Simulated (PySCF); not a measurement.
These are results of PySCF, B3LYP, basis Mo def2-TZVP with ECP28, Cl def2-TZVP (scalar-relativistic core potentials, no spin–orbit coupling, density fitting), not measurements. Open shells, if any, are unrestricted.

Question: What spin state, shape and geometry does isolated MoCl₄ take (every ligand bound to Mo)?

Answer: Formally Mo is in oxidation state +4, d2, with 2 unpaired electrons (the high-spin count). The Mulliken spin on Mo is 1.70. The polar-tensor charge on Mo, 2.10, is far below the formal one. The lowest minimum found is a triplet of Td symmetry with Mo–Cl 2.249 Å (×4); Cl–Mo–Cl 109.5° (×6). Its harmonic wavenumbers are 97 (e), 101 (t2), 387 (a1), 425 (t2) cm⁻¹ and its dipole moment is 0.00 D.

Other isomers or separated fragments may lie lower. With open d or f shells other occupations or spin states may lie lower.
